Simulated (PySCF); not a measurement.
These are PySCF with ωB97X-D3(BJ)/def2-TZVP // PBE0-D3(BJ)/def2-TZVP values and carry that method's errors. Gas-phase values, no solvent. One relaxed conformer stands for a flexible species; it need not be the lowest. Excitations are Tamm–Dancoff values on a coarser integration grid. The basis has no diffuse functions, so Rydberg states are missing or too high.

Reference species (SMILES): `C=[SiH]CF` (C–Si–C–F torsion 128°) (neutral, multiplicity 1).

| Quantity | Result |
|---|---|
| HOMO–LUMO gap | 9.74 eV |
| S1 oscillator strength | 0.371 |
| S1 excitation (TDA) | 5.65 eV |
| brightest of the four lowest singlets (TDA) | 5.65 eV |

After one change: the HOMO–LUMO gap rises by 0.13 eV; the S1 oscillator strength hardly moves; the S1 excitation (TDA) rises by 0.09 eV; the brightest of the four lowest singlets (TDA) increases by 0.09 eV.

Name the change that produced these shifts. The new species is one of these.
A. `C=[SiH]C=S` (C–Si–C–S torsion 0°)
B. `C=[SiH]O[SiH3]` (C–Si–O–Si torsion 1°)
C. `C=[SiH]C(=O)O` (C–Si–C–O torsion 180°, Si–C–O–H torsion 180°)
D. `C=[SiH]C`

D, `C=[SiH]C`
